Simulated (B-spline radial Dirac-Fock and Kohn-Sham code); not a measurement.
# Hg 5p3/2: cross section and angular parameters

System: the free mercury atom, configuration 1s2 2s2 2p6 3s2 3p6 3d10 4s2 4p6 4d10 4f14 5s2 5p6 5d10 6s2; threshold 64.50 eV (tabulated edge). These are calculated numbers from an atomic code on a B-spline grid; the model is Dirac-Hartree-Slater photoionisation with a Latter tail; cross sections with all multipoles, angular parameters from the dipole term and its interference with E2.

For linearly polarised light dσ/dΩ = σ/(4π) [1 + β P₂(cos θ) + (δ + γ cos²θ) sin θ cos φ], with θ from the polarisation vector and φ the angle between the beam and the projection of the electron momentum on the plane normal to the polarisation.

| hν (eV) | σ (kb) | β | γ | δ |
| --- | --- | --- | --- | --- |
| 83.1 | 1220 | 1.777 | -0.145 | 0.015 |
| 91.5 | 897 | 1.555 | -0.011 | 0.001 |
| 111 | 502 | 0.860 | 0.392 | -0.044 |
| 150 | 255 | -0.089 | 0.293 | -0.038 |
| 154 | 244 | -0.136 | 0.261 | -0.034 |
| 227 | 155 | -0.141 | -0.072 | 0.026 |
| 262 | 135 | 0.035 | -0.081 | 0.038 |
| 345 | 105 | 0.415 | 0.007 | 0.044 |
| 520 | ? | ? | ? | ? |
| 551 | 63.5 | 0.943 | 0.223 | 0.030 |
| 606 | 56.7 | 1.028 | 0.254 | 0.026 |
| 620 | 55.1 | 1.047 | 0.260 | 0.025 |
| 1000 | 29.0 | 1.371 | 0.292 | 0.006 |
| 1130 | 24.2 | 1.433 | 0.269 | 0.003 |
| 1300 | 19.6 | 1.496 | 0.231 | 0.000 |
| 1370 | 18.1 | 1.517 | 0.214 | 0.000 |
| 1486.9 | 15.9 | 1.548 | 0.186 | -0.001 |
| 1810 | 11.6 | 1.612 | 0.113 | -0.002 |
| 2000 | 9.83 | 1.640 | 0.075 | -0.002 |
| 2500 | 6.68 | 1.690 | 0.001 | -0.001 |
| 2984.4 | 4.85 | 1.720 | -0.036 | 0.001 |
| 3550 | 3.50 | 1.742 | -0.047 | 0.004 |
| 4000 | 2.77 | 1.752 | -0.036 | 0.006 |
| 5750 | 1.32 | 1.764 | 0.107 | 0.012 |
| 5960 | 1.22 | 1.764 | 0.131 | 0.012 |
| 6410 | 1.05 | 1.762 | 0.184 | 0.013 |
| 9251.7 | 0.459 | 1.737 | 0.556 | 0.021 |

Problem. Give the values at 520 eV.

Solution. σ = 68.0 kb, β = 0.889, γ = 0.201, δ = 0.033.
